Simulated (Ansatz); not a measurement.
Ansatz (a program for electronic structure) input (HF/6-31G*):

Ansatz 0.2 input:
```yaml
crystal:
  periodic: [false, false, false]
  atoms:
    - {symbol: N, position_ang: [2.47430598, -0.44043416, -0.16921337]}
    - {symbol: Si, position_ang: [1.08544824, 0.24289828, 0.48033648]}
    - {symbol: N, position_ang: [-0.43771601, -0.58466212, -0.31872620]}
    - {symbol: Si, position_ang: [-2.08699358, 0.30381788, -0.20575970]}
    - {symbol: H, position_ang: [3.00900726, -0.00535805, -0.89271365]}
    - {symbol: H, position_ang: [2.96599164, -1.19994277, 0.25498239]}
    - {symbol: H, position_ang: [0.88637908, 1.63254722, 0.08683201]}
    - {symbol: H, position_ang: [0.85456752, -0.07765194, 1.88362126]}
    - {symbol: H, position_ang: [-0.21790648, -0.75029404, -1.29308607]}
    - {symbol: H, position_ang: [-0.53351796, -1.51084835, 0.07796131]}
    - {symbol: H, position_ang: [-2.15640764, 0.74452753, 1.18467143]}
    - {symbol: H, position_ang: [-1.96143486, 1.39268878, -1.16942905]}
    - {symbol: H, position_ang: [-3.08117346, -0.70402090, -0.56133740]}
basis:
  gaussian:
    orbitals: 6-31G*
hamiltonian:
  xc: {name: HF}
total_charge: 1
phonons: {temperatures: {t_min: 298.15, t_max: 298.15, t_step: 100}}
```

Output:

```
Functional definition: HF
integrals: 0.03 GiB planned
978 factors; integrals over basis functions are off by at most 6.4e-4 eV
mean field: 0.25 GiB planned
mean field evaluation 1: about -18819.8676 eV, gradient 5.0e1 eV
mean field evaluation 2: about -18819.9456 eV, gradient 5.0e1 eV
mean field evaluation 4: about -18825.1698 eV, gradient 3.1e0 eV
mean field evaluation 8: about -18825.2130 eV, gradient 8.4e-2 eV
mean field -18825.21306197 eV, -691.8138198396 hartree, gradient 1.1e-5 eV, S^2 0.000000; 0 other end points of the search recorded, 0 dependent functions left out
the calculation of the forces begins
reference -18825.21306197 eV, -691.8138198396 hartree; 25, 25 occupied and 61, 61 virtual orbitals, 978 factors
these checks for a lower state are left out or cut short: stability, starts, cluster_reference, orbital_swaps, neighbouring_geometries, increment
integrals: 0.03 GiB planned
978 factors; integrals over basis functions are off by at most 6.4e-4 eV
mean field: 0.25 GiB planned
mean field evaluation 16: about -18825.2129 eV, gradient 2.6e-4 eV
mean field -18825.21287353 eV, -691.8138129147 hartree, gradient 2.0e-6 eV, S^2 0.000000; 0 other end points of the search recorded, 0 dependent functions left out
the calculation of the forces begins
reference -18825.21287353 eV, -691.8138129147 hartree; 25, 25 occupied and 61, 61 virtual orbitals, 978 factors
these checks for a lower state are left out or cut short: stability, starts, cluster_reference, orbital_swaps, neighbouring_geometries, increment
integrals: 0.03 GiB planned
978 factors; integrals over basis functions are off by at most 6.4e-4 eV
mean field: 0.25 GiB planned
mean field -18825.21287532 eV, -691.8138129803 hartree, gradient 1.9e-6 eV, S^2 0.000000; 0 other end points of the search recorded, 0 dependent functions left out
the calculation of the forces begins
reference -18825.21287532 eV, -691.8138129803 hartree; 25, 25 occupied and 61, 61 virtual orbitals, 978 factors
these checks for a lower state are left out or cut short: stability, starts, cluster_reference, orbital_swaps, neighbouring_geometries, increment
integrals: 0.03 GiB planned
978 factors; integrals over basis functions are off by at most 6.4e-4 eV
mean field: 0.25 GiB planned
mean field -18825.21290581 eV, -691.8138141008 hartree, gradient 2.3e-6 eV, S^2 0.000000; 0 other end points of the search recorded, 0 dependent functions left out
the calculation of the forces begins
reference -18825.21290581 eV, -691.8138141008 hartree; 25, 25 occupied and 61, 61 virtual orbitals, 978 factors
these checks for a lower state are left out or cut short: stability, starts, cluster_reference, orbital_swaps, neighbouring_geometries, increment
integrals: 0.03 GiB planned
978 factors; integrals over basis functions are off by at most 6.4e-4 eV
mean field: 0.25 GiB planned
mean field evaluation 32: about -18825.2128 eV, gradient 1.5e-1 eV
mean field -18825.21290321 eV, -691.8138140053 hartree, gradient 2.3e-6 eV, S^2 0.000000; 0 other end points of the search recorded, 0 dependent functions left out
the calculation of the forces begins
reference -18825.21290321 eV, -691.8138140053 hartree; 25, 25 occupied and 61, 61 virtual orbitals, 978 factors
these checks for a lower state are left out or cut short: stability, starts, cluster_reference, orbital_swaps, neighbouring_geometries, increment
integrals: 0.03 GiB planned
978 factors; integrals over basis functions are off by at most 6.4e-4 eV
mean field: 0.25 GiB planned
mean field -18825.21291998 eV, -691.8138146218 hartree, gradient 2.4e-6 eV, S^2 0.000000; 0 other end points of the search recorded, 0 dependent functions left out
the calculation of the forces begins
reference -18825.21291998 eV, -691.8138146218 hartree; 25, 25 occupied and 61, 61 virtual orbitals, 978 factors
these checks for a lower state are left out or cut short: stability, starts, cluster_reference, orbital_swaps, neighbouring_geometries, increment
integrals: 0.03 GiB planned
978 factors; integrals over basis functions are off by at most 6.4e-4 eV
mean field: 0.25 GiB planned
mean field -18825.21291384 eV, -691.8138143959 hartree, gradient 2.5e-6 eV, S^2 0.000000; 0 other end points of the search recorded, 0 dependent functions left out
the calculation of the forces begins
reference -18825.21291384 eV, -691.8138143959 hartree; 25, 25 occupied and 61, 61 virtual orbitals, 978 factors
these checks for a lower state are left out or cut short: stability, starts, cluster_reference, orbital_swaps, neighbouring_geometries, increment
integrals: 0.03 GiB planned
978 factors; integrals over basis functions are off by at most 6.4e-4 eV
mean field: 0.25 GiB planned
mean field -18825.21293936 eV, -691.8138153337 hartree, gradient 2.8e-6 eV, S^2 0.000000; 0 other end points of the search recorded, 0 dependent functions left out
[...]
mean field: 0.25 GiB planned
mean field -18825.21305224 eV, -691.8138194823 hartree, gradient 2.2e-6 eV, S^2 0.000000; 0 other end points of the search recorded, 0 dependent functions left out
the calculation of the forces begins
reference -18825.21305224 eV, -691.8138194823 hartree; 25, 25 occupied and 61, 61 virtual orbitals, 978 factors
these checks for a lower state are left out or cut short: stability, starts, cluster_reference, orbital_swaps, neighbouring_geometries, increment
integrals: 0.03 GiB planned
978 factors; integrals over basis functions are off by at most 6.4e-4 eV
mean field: 0.25 GiB planned
mean field evaluation 416: about -18825.2130 eV, gradient 3.0e-2 eV
mean field -18825.21305514 eV, -691.8138195885 hartree, gradient 1.5e-6 eV, S^2 0.000000; 0 other end points of the search recorded, 0 dependent functions left out
the calculation of the forces begins
reference -18825.21305514 eV, -691.8138195885 hartree; 25, 25 occupied and 61, 61 virtual orbitals, 978 factors
these checks for a lower state are left out or cut short: stability, starts, cluster_reference, orbital_swaps, neighbouring_geometries, increment
integrals: 0.03 GiB planned
978 factors; integrals over basis functions are off by at most 6.4e-4 eV
mean field: 0.25 GiB planned
mean field -18825.21301963 eV, -691.8138182835 hartree, gradient 2.6e-6 eV, S^2 0.000000; 0 other end points of the search recorded, 0 dependent functions left out
the calculation of the forces begins
reference -18825.21301963 eV, -691.8138182835 hartree; 25, 25 occupied and 61, 61 virtual orbitals, 978 factors
these checks for a lower state are left out or cut short: stability, starts, cluster_reference, orbital_swaps, neighbouring_geometries, increment
integrals: 0.03 GiB planned
978 factors; integrals over basis functions are off by at most 6.4e-4 eV
mean field: 0.25 GiB planned
mean field -18825.21302041 eV, -691.8138183124 hartree, gradient 2.6e-6 eV, S^2 0.000000; 0 other end points of the search recorded, 0 dependent functions left out
the calculation of the forces begins
reference -18825.21302041 eV, -691.8138183124 hartree; 25, 25 occupied and 61, 61 virtual orbitals, 978 factors
these checks for a lower state are left out or cut short: stability, starts, cluster_reference, orbital_swaps, neighbouring_geometries, increment
integrals: 0.03 GiB planned
978 factors; integrals over basis functions are off by at most 6.4e-4 eV
mean field: 0.25 GiB planned
mean field -18825.21302956 eV, -691.8138186488 hartree, gradient 2.1e-6 eV, S^2 0.000000; 0 other end points of the search recorded, 0 dependent functions left out
the calculation of the forces begins
reference -18825.21302956 eV, -691.8138186488 hartree; 25, 25 occupied and 61, 61 virtual orbitals, 978 factors
these checks for a lower state are left out or cut short: stability, starts, cluster_reference, orbital_swaps, neighbouring_geometries, increment
integrals: 0.03 GiB planned
978 factors; integrals over basis functions are off by at most 6.4e-4 eV
mean field: 0.25 GiB planned
mean field -18825.21302546 eV, -691.8138184981 hartree, gradient 2.0e-6 eV, S^2 0.000000; 0 other end points of the search recorded, 0 dependent functions left out
the calculation of the forces begins
reference -18825.21302546 eV, -691.8138184981 hartree; 25, 25 occupied and 61, 61 virtual orbitals, 978 factors
these checks for a lower state are left out or cut short: stability, starts, cluster_reference, orbital_swaps, neighbouring_geometries, increment
integrals: 0.03 GiB planned
978 factors; integrals over basis functions are off by at most 6.4e-4 eV
mean field: 0.25 GiB planned
mean field evaluation 448: about -18825.2130 eV, gradient 5.8e-5 eV
mean field -18825.21302684 eV, -691.8138185488 hartree, gradient 2.9e-6 eV, S^2 0.000000; 0 other end points of the search recorded, 0 dependent functions left out
the calculation of the forces begins
reference -18825.21302684 eV, -691.8138185488 hartree; 25, 25 occupied and 61, 61 virtual orbitals, 978 factors
these checks for a lower state are left out or cut short: stability, starts, cluster_reference, orbital_swaps, neighbouring_geometries, increment
integrals: 0.03 GiB planned
978 factors; integrals over basis functions are off by at most 6.4e-4 eV
mean field: 0.25 GiB planned
mean field -18825.21302470 eV, -691.8138184700 hartree, gradient 2.9e-6 eV, S^2 0.000000; 0 other end points of the search recorded, 0 dependent functions left out
the calculation of the forces begins
reference -18825.21302470 eV, -691.8138184700 hartree; 25, 25 occupied and 61, 61 virtual orbitals, 978 factors
these checks for a lower state are left out or cut short: stability, starts, cluster_reference, orbital_swaps, neighbouring_geometries, increment
integrals: 0.03 GiB planned
978 factors; integrals over basis functions are off by at most 6.4e-4 eV
mean field: 0.25 GiB planned
mean field -18825.21302588 eV, -691.8138185133 hartree, gradient 2.2e-6 eV, S^2 0.000000; 0 other end points of the search recorded, 0 dependent functions left out
the calculation of the forces begins
reference -18825.21302588 eV, -691.8138185133 hartree; 25, 25 occupied and 61, 61 virtual orbitals, 978 factors
these checks for a lower state are left out or cut short: stability, starts, cluster_reference, orbital_swaps, neighbouring_geometries, increment
integrals: 0.03 GiB planned
978 factors; integrals over basis functions are off by at most 6.4e-4 eV
mean field: 0.25 GiB planned
mean field -18825.21302387 eV, -691.8138184397 hartree, gradient 2.3e-6 eV, S^2 0.000000; 0 other end points of the search recorded, 0 dependent functions left out
the calculation of the forces begins
reference -18825.21302387 eV, -691.8138184397 hartree; 25, 25 occupied and 61, 61 virtual orbitals, 978 factors
these checks for a lower state are left out or cut short: stability, starts, cluster_reference, orbital_swaps, neighbouring_geometries, increment
integrals: 0.03 GiB planned
978 factors; integrals over basis functions are off by at most 6.4e-4 eV
mean field: 0.25 GiB planned
mean field -18825.21305298 eV, -691.8138195093 hartree, gradient 1.8e-6 eV, S^2 0.000000; 0 other end points of the search recorded, 0 dependent functions left out
the calculation of the forces begins
reference -18825.21305298 eV, -691.8138195093 hartree; 25, 25 occupied and 61, 61 virtual orbitals, 978 factors
these checks for a lower state are left out or cut short: stability, starts, cluster_reference, orbital_swaps, neighbouring_geometries, increment
integrals: 0.03 GiB planned
978 factors; integrals over basis functions are off by at most 6.4e-4 eV
mean field: 0.25 GiB planned
mean field evaluation 480: about -18825.2130 eV, gradient 1.9e-6 eV
mean field -18825.21304871 eV, -691.8138193526 hartree, gradient 1.9e-6 eV, S^2 0.000000; 0 other end points of the search recorded, 0 dependent functions left out
the calculation of the forces begins
reference -18825.21304871 eV, -691.8138193526 hartree; 25, 25 occupied and 61, 61 virtual orbitals, 978 factors
Total energy: -18825.21306197 eV, -691.8138198396 hartree
Atom 0 at     2.474306    -0.440434    -0.169213 Å, force    -0.000513     0.000444     0.001177 eV/Å
Atom 1 at     1.085448     0.242898     0.480336 Å, force    -0.000663     0.002750    -0.002022 eV/Å
Atom 2 at    -0.437716    -0.584662    -0.318726 Å, force     0.000544     0.000901     0.002986 eV/Å
Atom 3 at    -2.086994     0.303818    -0.205760 Å, force    -0.000127     0.000758    -0.001811 eV/Å
Atom 4 at     3.009007    -0.005358    -0.892714 Å, force     0.000259    -0.001035     0.000185 eV/Å
Atom 5 at     2.965992    -1.199943     0.254982 Å, force     0.000539     0.000451    -0.000697 eV/Å
Atom 6 at     0.886379     1.632547     0.086832 Å, force     0.000838     0.000047     0.000890 eV/Å
Atom 7 at     0.854568    -0.077652     1.883621 Å, force    -0.000573    -0.001149    -0.000935 eV/Å
Atom 8 at    -0.217906    -0.750294    -1.293086 Å, force    -0.000309    -0.001736     0.001495 eV/Å
Atom 9 at    -0.533518    -1.510848     0.077961 Å, force    -0.000401    -0.001135    -0.002167 eV/Å
Atom 10 at    -2.156408     0.744528     1.184671 Å, force     0.000532    -0.000530    -0.000782 eV/Å
Atom 11 at    -1.961435     1.392689    -1.169429 Å, force    -0.000575    -0.000187     0.000835 eV/Å
Atom 12 at    -3.081173    -0.704021    -0.561337 Å, force     0.000448     0.000421     0.000846 eV/Å
Dipole moment:    -0.035551    -0.347812    -0.208736 e Å
Vibrations: 45.16 97.24 156.82 244.15 296.11 485.70 531.17 548.77 604.84 673.92 732.89 770.18 931.70 949.25 975.33 996.61 1020.47 1028.95 1032.29 1042.37 1181.14 1280.49 1761.91 1774.18 2468.86 2483.08 2492.92 2495.92 2503.39 3637.54 3703.20 3793.72 3887.55 cm⁻¹, zero-point energy 2.890559 eV
```

The blocks after the first are displaced geometries, from whose forces the wavenumbers follow.

The dipole moment of an ion depends on the origin.
